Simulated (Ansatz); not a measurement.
Compare A (`[SiH3][Al]1[CH2][O]1`) with its isomer B (`C1[O][AlH][SiH2]1`).

Program: Ansatz. Geometries: PBE0-D4/def2-TZVP. ΔE: electronic, gas phase. CBS: MP2 limit from def2 TZ/QZ plus the TZ coupled-cluster correction, frozen cores. Functionals use def2-TZVPP.

(1) Which is lower in electronic energy at CCSD(T)/CBS, and by how much? (An estimate is asked.)

(2) Give E(B) − E(A) in kcal/mol with LDA (SPW92), CCSD(T)/def2-SVP, ωB97M-V, CCSD/def2-TZVPP, CCSD(T)/def2-TZVPP, HF/def2-TZVPP, BLYP-D4. (Estimate.)

(3) Does the order hold for the free energy at 298.15 K (harmonic terms from PBE0-D4)? (An estimate is asked.)

Largest T1 diagnostic: 0.017.

Results:

(1) Computed: B, by 23.3 kcal/mol.

(2) Computed: LDA (SPW92) -24.3, CCSD(T)/def2-SVP -23.4, ωB97M-V -24.6, CCSD/def2-TZVPP -23.6, CCSD(T)/def2-TZVPP -23.1, HF/def2-TZVPP -25.4, BLYP-D4 -21.2. None reverses the order clearly.

(3) The calculation gave: Yes: G(B) − G(A) = -21.0 kcal/mol. Modes under 60 cm⁻¹, often nearly free rotors, make the harmonic entropy too high.

In def2-TZVPP, CCSD(T) changes the Hartree–Fock value by +2.2 kcal/mol (the triples alone add +0.4 kcal/mol) and MP2 by +1.8 kcal/mol. The D4 term adds −1.3 kcal/mol with B3LYP and −0.6 kcal/mol with PBE0; it sums over pairs of atoms, weighted by their polarisabilities, and B3LYP, whose exchange is more repulsive, gets the larger term.

B3LYP here is the variant with VWN-RPA as its local correlation; programs differ in this.
